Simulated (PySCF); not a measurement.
C₄H₆BF, SMILES C=C=CB(C)F. Geometry: PBE-D3(BJ)/def2-SVP. The structure was generated by enumeration, and PubChem lists no compound with its InChIKey, so it may never have been made. The values are those of a single conformer.

**Question.** Give the equilibrium geometry at PBE-D3(BJ)/def2-SVP (PySCF confirms it by a frequency run) as Cartesian coordinates in Å. (An estimate is asked for; the answer gives what the named calculation found.)

**Answer.** One answer among several that fit: 
```xyz
12

C      2.7543    -0.0227    -0.1511
C      1.5056     0.1976    -0.4942
C      0.2321     0.4002    -0.8037
B     -0.9371    -0.0491     0.1312
C     -2.4562     0.2060    -0.1819
F     -0.6203    -0.6651     1.2867
H      3.3251     0.7171     0.4351
H      3.2694    -0.9556    -0.4362
H      0.0046     0.9057    -1.7618
H     -3.0915    -0.6451     0.1385
H     -2.7928     1.0824     0.4179
H     -2.6611     0.4402    -1.2443
```
Charge 0, spin multiplicity 1.
